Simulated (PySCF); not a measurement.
Successive ionisation energies of tungsten

Calculated with PySCF 2.14, two-component X2C-1e (Gaussian nucleus, no Breit or QED terms), each ion in its own even-tempered basis; GMP2 freezes the deep shells of the larger ions and drops the highest virtual spinors; eV.

```
 ion  configuration  GHF (spin-free)  GHF (screened spin-orbit)  GMP2 (screened spin-orbit)      NIST            kind
W⁵²⁺       [Ar] 3d4           4888.1                     4922.4                      4923.3  4927 ± 4  semi-empirical
W⁵³⁺       [Ar] 3d3           5026.6                     5058.0                      5058.8  5063 ± 4  semi-empirical
W⁵⁴⁺       [Ar] 3d2           5166.3                     5206.9                      5206.7  5209 ± 4  semi-empirical
W⁵⁵⁺       [Ar] 3d1           5299.0                     5345.2                      5344.7  5348 ± 4  semi-empirical
W⁵⁶⁺           [Ar]           5832.9                     5729.9                      5730.9  5719 ± 5  semi-empirical
W⁵⁷⁺   [Ne] 3s2 3p5           5950.7                     5850.5                      5851.6  5840 ± 5  semi-empirical
W⁵⁸⁺   [Ne] 3s2 3p4           6069.2                     5982.9                      5983.3  5970 ± 5  semi-empirical
W⁵⁹⁺   [Ne] 3s2 3p3           6228.5                     6105.6                      6106.2  6093 ± 5  semi-empirical
W⁶⁰⁺   [Ne] 3s2 3p2           6348.8                     6591.5                      6593.4  6596 ± 7  semi-empirical
W⁶¹⁺   [Ne] 3s2 3p1           6470.5                     6732.6                      6732.6  6735 ± 7  semi-empirical
W⁶²⁺       [Ne] 3s2           7003.5                     7002.9                      7006.7  7000 ± 7  semi-empirical
W⁶³⁺       [Ne] 3s1           7136.9                     7136.2                      7137.0  7130 ± 7  semi-empirical
```
